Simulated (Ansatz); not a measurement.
Job for Ansatz (a quantum-chemistry and plane-wave program): R-RI-MP2/def2-QZVPP on H2SSe2 (SMILES S[Se][SeH]), a point of a torsion scan. Files ending in .json are basis or fitting sets from the Basis Set Exchange. The run froze 33 orbitals, filled d shells among them.

Ansatz 0.2 input:
```yaml
crystal:
  periodic: [false, false, false]
  atoms:
    - {symbol: S, position_ang: [1.73470851, 0.22621045, -0.09841902]}
    - {symbol: Se, position_ang: [0.17315962, -1.25279433, -0.47272296]}
    - {symbol: Se, position_ang: [-1.50569867, -0.73954276, 1.05161601]}
    - {symbol: H, position_ang: [1.31083222, 1.14384955, -0.97405579]}
    - {symbol: H, position_ang: [-1.76194302, 0.61105046, 0.56918665]}
basis:
  gaussian:
    orbitals: def2-QZVPP.json
    fitting: {mean_field: def2-universal-JKFIT, correlation: def2-QZVPP-RIFIT.json}
magnetization: {spin_polarized: false}
correlation: {method: mp2, electrons: outside_noble_gas}
scf: {lower_state_search: off}
```

It printed:

```
WARN ansatz: RAYON_NUM_THREADS=1 ignored (pool sized by the plan → 1); use --threads N
Functional definition: HF
these checks for a lower state are left out or cut short: stability, starts, cluster_reference, orbital_swaps, neighbouring_geometries, increment
integrals: 0.50 GiB planned
696 factors; integrals over basis functions are off by at most 2.4e0 eV
mean field: 0.87 GiB planned
mean field evaluation 1: about -141457.9171 eV, gradient 1.6e1 eV
mean field evaluation 2: about -141458.7566 eV, gradient 7.9e0 eV
mean field evaluation 4: about -141458.9233 eV, gradient 9.5e-1 eV
mean field -141458.92855071 eV, -5198.5197399330 hartree, gradient 1.3e-6 eV, S^2 0.000000; 0 other end points of the search recorded, 0 dependent functions left out
33 core orbitals not correlated
875 factors; their error is unknown
reference -141458.92855071 eV, -5198.5197399330 hartree; 10, 10 occupied and 265, 265 virtual orbitals, 875 factors
second order -14.43935192 eV of doubles, -0.00000000 eV of singles
Total energy: -141473.36790263 eV, -5199.0503763287 hartree
Checks for a lower state left out: stability, starts, cluster_reference, orbital_swaps, neighbouring_geometries, increment
```

Self-consistency was reached.

Cost: very roughly 6 core-seconds.
